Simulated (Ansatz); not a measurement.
Breaking the In1–H2 bond in H2IIn (SMILES [InH2][I]) (multiplicity 1 held, fragments rigid). Energies count from the point at 1.714 Å.
Geometry at that point (charge 0, multiplicity 1):
```xyz
4

In    -0.72639    -1.13552     0.19956
H     -0.06962    -2.17410     1.39445
H     -2.11915    -1.24747    -0.79314
I      0.71286     1.11438    -0.19584
```

Unrestricted levels (U-) break spin symmetry where that is lower. Active spaces are followed from a long bond inwards. Levels need not reach the same state.

Frozen-core correlation. Filled d and f shells under p-block atoms count as core.

Codes used: Ansatz (a first-principles code).  In def2 rows elements past Kr take small-core potentials, without spin–orbit coupling.

**Question.** What is the computed energy at R = 5.485 Å (FIC-NEVPT4(SD) on CASSCF(2,2)/def2-TZVPP)?

**Answer.** 71.0 kcal/mol

**Question.** Estimate the energy at R = 5.485 Å that U-CCSD/def2-TZVPP returns for this input.

**Answer.** 70.7 kcal/mol

**Question.** What energy at R = 5.485 Å does U-B3LYP/def2-TZVPP give?

**Answer.** 69.0 kcal/mol

Doubts at one or more of the structures used: a spin-contaminated determinant (U-B3LYP/def2-TZVPP, U-CCSD/def2-TZVPP).
